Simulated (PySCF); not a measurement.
# Electron correlation in Br²⁺ (bromine, charge +2)

[Ar] 3d10 4s2 4p3, high-spin 4S determinant. Calculation: PySCF 2.14, in x2c-SVPall (5s4p3d, 32 functions); scalar relativity by spin-free X2C-1e. Frozen: [Ar] 3d10; 5 electrons correlated.

MP2 pair energies summed by pair of shells (mhartree):

| pair | energy | share (%) |
| --- | --- | --- |
| 4s-4p | -40.24 | 65.5 |
| 4p-4p | -14.74 | 24.0 |
| 4s-4s | -6.47 | 10.5 |

Total MP2 correlation energy: -61.45 mhartree.

Same-spin part -16.36 and opposite-spin part -45.09 mhartree; SCS-MP2 scales them by 1/3 and 6/5 to -59.56 mhartree.

```tsv
level	correlation energy (mhartree)
CCSD	-76.65
(T)	-0.77
CCSD(T)	-77.42
```

Diagnostics: T1 = 0.00089, D1 = 0.0022, largest double amplitude 0.057.

**Question.** Is a single reference adequate?

**Answer.** Yes, within this model without spin-orbit coupling: T1 lies below 0.03 and no double amplitude reaches 0.07.
